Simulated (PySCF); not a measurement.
Delta-SCF ions had no search for a lower state. Excitations are Tamm–Dancoff values on a coarser integration grid. The basis has no diffuse functions, so Rydberg states are missing or too high.

# C3H6Si, SMILES `C#CC[SiH3]` (charge 0, multiplicity 1)

These are PBE-D3(BJ)/def2-TZVP (PySCF) values and carry that method's errors.

```yaml
HOMO: -6.28 eV
dipole_moment: 0.71 D
HOMO–LUMO gap: 5.91 eV
LUMO: -0.38 eV
S1 excitation (TDA): 6.03 eV
S1 oscillator strength: 0.020
T1 excitation (TDA): 5.21 eV
S1–T1 gap (TDA): 0.83 eV
vertical ionisation energy (Delta-SCF): 9.48 eV
total_energy: -11077.37 eV
cost: about 100 core-seconds (a rough figure)
```

```xyz
10

C      2.3091     0.4465     0.4043
C      1.3057    -0.1323     0.0449
C      0.0688    -0.7673    -0.3606
Si    -1.4277     0.3412     0.0447
H      3.2046     0.9428     0.7153
H      0.0680    -0.9744    -1.4436
H     -0.0639    -1.7354     0.1503
H     -1.4821     0.5903     1.5153
H     -2.6822    -0.3505    -0.3893
H     -1.3003     1.6390    -0.6813
```
Charge 0, spin multiplicity 1.
